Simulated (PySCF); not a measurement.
A PySCF script (with the pyscf-properties extension) for the NMR shieldings of `InChI=1S/CH8Ge2/c1-3-2/h3H2,1-2H3`, on a GFN2-xTB geometry:

```python
import basis_set_exchange as bse
import numpy as np
from pyscf import gto, dft
from pyscf.prop import nmr

atoms = """
C    -1.663811    0.754661   -0.021134
Ge   -0.412657   -0.767644   -0.043624
Ge    1.870146   -0.099598    0.047823
H    -2.695412    0.415896   -0.065240
H    -1.483303    1.408755   -0.871293
H    -1.536062    1.339896    0.886818
H    -0.745334   -1.692926    1.101747
H    -0.676248   -1.600754   -1.273848
H     2.280327    0.781062   -1.095397
H     2.213022    0.691744    1.275372
H     2.854758   -1.228422    0.032814
"""
names = dict.fromkeys(["C", "Ge", "H"], "pcSseg-1")
basis = {el: gto.basis.parse(bse.get_basis(n, elements=[el], fmt="nwchem")) for el, n in names.items()}
mol = gto.M(atom=atoms, basis=basis, charge=0, verbose=0)
mf = dft.RKS(mol, xc="PBE0")
mf.grids.level = 2
mf.grids.alignment = dft.numint.BLKSIZE   # the property module wants whole blocks of grid points
mf.conv_tol = 1e-9
mf.kernel()

calc = nmr.RKS(mf)   # GIAO
C = mf.mo_coeff
Co = C[:, mf.mo_occ > 0]
resp = mf.gen_response(singlet=True, hermi=2)
def vind(x):   # induced exchange potential for any number of trial vectors
    d = np.einsum("pi,xij,qj->xpq", C, 2 * x.reshape(-1, C.shape[1], Co.shape[1]), Co, optimize=True)
    return np.einsum("xpq,pi,qj->xij", resp(d - d.transpose(0, 2, 1)), C, Co, optimize=True).ravel()
mo1, _ = nmr.rhf.solve_mo1(calc, with_cphf=vind)
sigma = calc.kernel(mo1)
for i, s in enumerate(sigma):   # ppm
    print("%2d %-2s %9.2f" % (i, mol.atom_pure_symbol(i), np.trace(s) / 3))
```

Question: What does it print?

Answer: 
```
 0 C     193.85
 1 Ge   1573.16
 2 Ge   1686.97
 3 H      31.16
 4 H      31.35
 5 H      31.35
 6 H      27.91
 7 H      27.92
 8 H      28.57
 9 H      28.57
10 H      28.53
```

These numbers come from an equivalent density-fitted implementation of the same equations, which agrees with the script to about 0.01 ppm for H and up to a few tenths of a ppm for heavy atoms, so last digits may differ.

Relativistic effects, spin–orbit coupling among them, are left out; they matter for Ge and for the light atoms bonded to it.

Size and cost of the density-fitted run: 139 basis functions, 17 s wall time on 1 thread of an Arm Neoverse V1, shared host.
